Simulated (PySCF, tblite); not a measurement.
One entry of a table of gas-phase calculations, keyed by method. Lists by class give the value and the number of equivalent atoms.

```json
{
 "formula": "C5H10OS2Si",
 "smiles": "C=C([SiH2]OC(C)=S)SC",
 "inchi": "InChI=1S/C5H10OS2Si/c1-4(7)6-9-5(2)8-3/h2,9H2,1,3H3",
 "charge": 0,
 "multiplicity": 1,
 "geometry_level": "GFN2-xTB",
 "electronic_structure_code": "PySCF",
 "results": {
  "GFN2-xTB geometry": {
   "point_group": "C1",
   "rotational_constants_GHz": [2.244, 0.468, 0.441]
  },
  "PBE0/pcSseg-1 ground state and GIAO shieldings, non-relativistic": {
   "dipole_D": 2.14,
   "homo_eV": -6.37,
   "lumo_eV": -1.52,
   "shift_vs_computed_TMS_C_by_class_ppm": [
    [234.9, 1],
    [146.4, 1],
    [122.9, 1],
    [37.8, 1],
    [18.6, 1]
   ],
   "shift_vs_computed_TMS_H_by_class_ppm": [
    [5.83, 1],
    [5.51, 1],
    [5.28, 2],
    [2.92, 3],
    [2.24, 3]
   ],
   "shielding_other_nuclei_by_class_ppm": [
    ["O", 71.6, 1],
    ["Si", 387.0, 1],
    ["S", 7.8, 1],
    ["S", 480.0, 1]
   ]
  },
  "GFN2-xTB harmonic vibrations, gas phase": {
   "strongest_ir_bands_cm-1_km_per_mol_modes": [
    [737.8, 241.1, 1],
    [758.4, 205.9, 1],
    [1221.9, 163.8, 1],
    [1306.6, 467.6, 1],
    [2323.4, 233.1, 1],
    [2348.6, 154.8, 1]
   ],
   "zpe_kcal_per_mol": 84.3
  }
 }
}
```

With B = h/(8π²I), that is 505.379 GHz u Å² over I, the principal moments of inertia are 225.2, 1079.6 and 1145.0 u Å² (most abundant isotopes); the inertial defect Ic − Ia − Ib is -159.8 u Å² (zero for a rigid planar frame, negative otherwise). The zero-point energy, half the sum of the 51 harmonic wavenumbers, equals 29480 cm⁻¹ or 353 kJ/mol. In atomic units the dipole is 0.84 e·bohr (1 au = 2.5417 D).

One conformer (not necessarily the lowest) at the GFN2-xTB geometry, without solvent or vibrations. NMR classes are plain means over equivalent atoms (diastereotopic ones count apart unless rotation or inversion swaps them), as if these changed places fast; in this geometry the members of some classes differ.

The values belong to the conformer `[CH2:1]=[C:2]([SiH2:3][O:4][C:5]([CH3:6])=[S:7])[S:8][CH3:9]`: C1–C2–Si3–O4 -14°, C2–Si3–O4–C5 77°, Si3–O4–C5–C6 180°, C1–C2–S8–C9 -3°.
